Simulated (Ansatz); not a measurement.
`C=C[SiH2]C=N`, charge 0, multiplicity 1.

Give a relaxed structure at PBE0-D4/def2-TZVP (the Gaussian-basis code of Ansatz). (Estimate.)

Ansatz gave: 
Z-matrix (Å, degrees):
```
Si
C 1 1.852
C 1 1.892 2 111.0
H 1 1.489 2 110.0 3 -121.0
H 1 1.491 2 112.2 3 119.0
C 2 1.330 1 122.7 3 127.4
H 2 1.088 1 118.6 3 -51.9
N 3 1.270 1 119.4 2 7.4
H 3 1.102 1 118.7 2 -173.7
H 6 1.087 2 121.8 1 -0.1
H 6 1.087 2 122.1 1 -179.8
H 8 1.023 3 111.6 1 179.0
```
This is one stationary point; other conformers may exist.
